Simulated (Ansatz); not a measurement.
Consider the ligand exchange at the Si–Se bond: `O[SiH2][Se][SiH3]` + `BS` → `BS[SiH3]` + `O[SiH2][SeH]`.

Isolated molecules relaxed with PBE0-D4/def2-TZVP in Ansatz; ΔE leaves out vibrations. CCSD(T)/CBS is the MP2 limit (def2-TZVPP, def2-QZVPP) plus CCSD(T) − MP2 in def2-TZVPP, frozen cores. This one scheme is used for every species. DFT in def2-TZVPP. B3LYP here is the variant with VWN-RPA as its local correlation; programs differ in this. For Se outer-core shells are correlated without core-valence functions, which leaves a few kJ/mol of doubt a bond. Scalar relativity is left out up to krypton. Each species was taken in one conformer, which may not be the lowest.

(1) Is it downhill or uphill in electronic energy at CCSD(T)/CBS, and by how much? (An estimate is asked.)

(2) What do these levels give: PBE0-D4, B3LYP-D4, PBE, r2SCAN, PBE0, B3LYP, SCS-MP2/def2-TZVPP, CCSD/def2-TZVPP, CCSD(T)/def2-TZVPP, MP2/def2-QZVPP, SCS-MP2/def2-QZVPP, MP2/CBS(def2)? (An estimate is asked.)

Largest T1 diagnostic among the species: 0.015.

## Answers

(1) Ansatz gave: Uphill: ΔE = +18.9 kJ/mol.

(2) Ansatz gave: PBE0-D4 19.8, B3LYP-D4 18.0, PBE 16.9, r2SCAN 17.8, PBE0 17.8, B3LYP 14.7, SCS-MP2/def2-TZVPP 17.6, CCSD/def2-TZVPP 17.4, CCSD(T)/def2-TZVPP 17.7, MP2/def2-QZVPP 19.6, SCS-MP2/def2-QZVPP 17.7, MP2/CBS(def2) 20.2 kJ/mol.

The D4 term adds +3.3 kJ/mol with B3LYP and +2.0 kJ/mol with PBE0; it sums over pairs of atoms, weighted by their polarisabilities, and B3LYP, whose exchange is more repulsive, gets the larger term.
